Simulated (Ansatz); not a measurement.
Strength of the Ge–H bond: GeH3(CN) → GeH2(CN) + H

Species: GeH3(CN), singlet; GeH2(CN), doublet; H atom, doublet. 

Shapes, held fixed at every level: PBE0-D4/def2-TZVP. Programs: Ansatz 0.2.0. The zero-point and thermal change to 298 K, harmonic and unscaled (PBE0-D4/def2-TZVP), is -18.6 kJ/mol.

Estimate ΔH(298 K) of this reaction.

The highest level, CCSD(T)/def2-TZVPP, gives ΔH(298 K) = +356.9 kJ/mol; the levels span +272.1 to +356.9. The column of differences is taken from that level and isn't an error. Hartree–Fock misses the correlation of the pair that is broken and comes out low. No measured value is set beside it here. Spin contamination: GeH2(CN) (⟨S²⟩ up to 0.80). Open shells run unrestricted. Relativity is left out for Ge. Outer-core shells of Ge are correlated, in sets that cover them unevenly. Times are processor times on shared x86 and Arm servers, and rough.

| level | kind | ΔH(298 K) (kJ/mol) | less CCSD(T)/def2-TZVPP | CPU time (sum over the molecules) |
| --- | --- | --- | --- | --- |
| HF/def2-TZVPP | Hartree–Fock | +272.1 | -84.8 | – |
| r2SCAN-D4/def2-TZVPP | meta-GGA | +341.5 | -15.4 | 19 s |
| PBE0-D4/def2-TZVPP | global hybrid | +341.0 | -15.9 | 9.3 s |
| wB97M-V/def2-TZVPP | range-separated hybrid | +353.4 | -3.5 | 35 s |
| CCSD(T)/def2-SVP | coupled cluster or CI | +344.0 | -12.9 | 17 s |
| CCSD/def2-TZVPP | coupled cluster or CI | +355.9 | -1.0 | – |
| CCSD(T)/def2-TZVPP | coupled cluster or CI | +356.9 | 0.0 | 2.6 min |
